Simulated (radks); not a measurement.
All-electron atom: Rh V in [Kr] 4d5.

All-electron calculation, Dirac Kohn-Sham, BLYP, spin-unpolarised, spherical densities, point nucleus; open shells are shared between the two j in proportion to 2j + 1. Program: a radial shooting solver on a logarithmic mesh with Libxc functionals.

Energy parts (eV):
part                       energy
total                 -130116.378
kinetic                135668.407
electron-nucleus      -312802.008
Hartree                 50762.663
exchange-correlation    -3745.440

Orbitals (lengths in bohr, moments of r in powers of bohr):
orbital  occ.  eigenvalue (eV)      <r^4>
1s1/2       2        -23084.90  5.365e-06
2s1/2       2        -3392.893  0.0009675
2p1/2       2        -3145.736  0.0006348
2p3/2       4        -3001.043  0.0007230
3s1/2       2        -650.5651    0.04696
3p1/2       2        -553.8697    0.04724
3p3/2       4        -528.9622    0.05249
3d3/2       4        -357.7325    0.04983
3d5/2       6        -352.8164    0.05154
4s1/2       2        -134.8201      1.653
4p1/2       2        -104.8806      2.281
4p3/2       4        -100.7399      2.529
4d3/2       2         -54.7560      6.767
4d5/2       3         -54.2177      6.991

The highest occupied level is 4d5/2 at -54.218 eV. Summed over all electrons, <r^2> = 22.94 bohr^2, which gives a Langevin (diamagnetic) susceptibility term of -18.2 x 10^-6 cm^3/mol. For comparison, the ionisation energy in NIST's Atomic Spectra Database is 63 eV (theoretical). In exact Kohn-Sham theory the highest level is minus the ionisation energy, but local and semilocal functionals leave it too shallow, through self-interaction and a potential that decays too fast; potentials with the right tail come closer.

Beside tabulated values, note that spin-unpolarised runs miss the spin-polarisation part of the exchange energy of open shells.
